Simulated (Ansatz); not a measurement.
Consider the cleavage of the Ga–Ge bond: `[OH][GaH][GeH3]` + H₂S → `[OH][GaH][SH]` + GeH₄.

Isolated molecules relaxed with PBE0-D4/def2-TZVP in Ansatz; ΔE leaves out vibrations. CBS: MP2 limit from def2 TZ/QZ plus the TZ coupled-cluster correction, frozen cores. This one scheme is used for every species. Functionals use def2-TZVPP. B3LYP here is the variant with VWN-RPA as its local correlation; programs differ in this. For Ga, Ge outer-core shells are correlated without core-valence functions, which leaves a few kJ/mol of doubt a bond. Scalar relativity is left out up to krypton. One conformer a species, not always the lowest.

Task: Is it downhill or uphill in electronic energy at CCSD(T)/CBS, and by how much? (An estimate is asked.)

Result: Ansatz gave: Downhill: ΔE = -0.59 eV.

Task: What do these levels give: BLYP-D4, B3LYP-D4, r2SCANh-D4, BLYP, PBE0, r2SCAN0, CAM-B3LYP, LC-ωPBE, HF/def2-SVP, CCSD/def2-TZVPP, HF/CBS(def2), MP2/CBS(def2)? (Estimate.)

Result: The calculation gave: BLYP-D4 -0.53, B3LYP-D4 -0.56, r2SCANh-D4 -0.62, BLYP -0.52, PBE0 -0.57, r2SCAN0 -0.62, CAM-B3LYP -0.60, LC-ωPBE -0.61, HF/def2-SVP -0.76, CCSD/def2-TZVPP -0.59, HF/CBS(def2) -0.71, MP2/CBS(def2) -0.64 eV.

Largest T1 diagnostic among the species: 0.014.

Leaving LDA and LC-ωPBE aside and taking each functional with its dispersion term where it has one, the values, not all of them listed here, spread over 0.16 eV, from B97M-V to PBE-D4. In def2-TZVPP, CCSD(T) changes the Hartree–Fock value by +0.12 eV (the triples alone add −0.00 eV) and MP2 by +0.07 eV. At CCSD(T), def2-SVP lies −0.08 eV from the extrapolated value and def2-TZVPP −0.01 eV.
